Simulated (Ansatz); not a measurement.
System: tetraethynylsilane, C8H4Si, net charge 0, singlet state. 
Coordinates optimised at B3LYP-D3(BJ)/def2-TZVP (Ansatz, a first-principles code):
SMILES: C#C[Si](C#C)(C#C)C#C
```xyz
13

C     -1.7653     0.8909    -2.2852
C     -1.0616     0.5358    -1.3742
Si     0.0000     0.0000     0.0000
C      1.0638     1.3796     0.5172
C      1.7690     2.2942     0.8600
C      1.0345    -1.3927    -0.5410
C      1.7202    -2.3160    -0.8997
C     -1.0367    -0.5227     1.3981
C     -1.7239    -0.8692     2.3249
H     -2.3867     1.2045    -3.0897
H      2.3917     3.1019     1.1628
H      2.3258    -3.1313    -1.2164
H     -2.3307    -1.1751     3.1433
```

Wanted: atomisation energy (electronic, to ground-state atoms), in kcal/mol. Cores are frozen in the correlated levels unless marked. Open shells are spin-unrestricted. No spin-orbit coupling. No relativistic terms. The coupled-cluster limit lacks core correlation, which all-electron functionals hold. Basis-set limits of correlation are two-point, X^-3; Hartree-Fock from the larger set.

```json
[
 {"level": "HF/STO-3G", "program": "Ansatz", "atomisation energy (kcal/mol)": "1234.1"},
 {"level": "HF/aug-cc-pV(Q+d)Z", "program": "Ansatz", "atomisation energy (kcal/mol)": "1094.5"}
]
```

**Question.** Estimate the value at CCSD(T)/CBS(cc-pV(T+d)Z,cc-pV(Q+d)Z) as computed with Ansatz.

**Answer.** 1516.8 kcal/mol
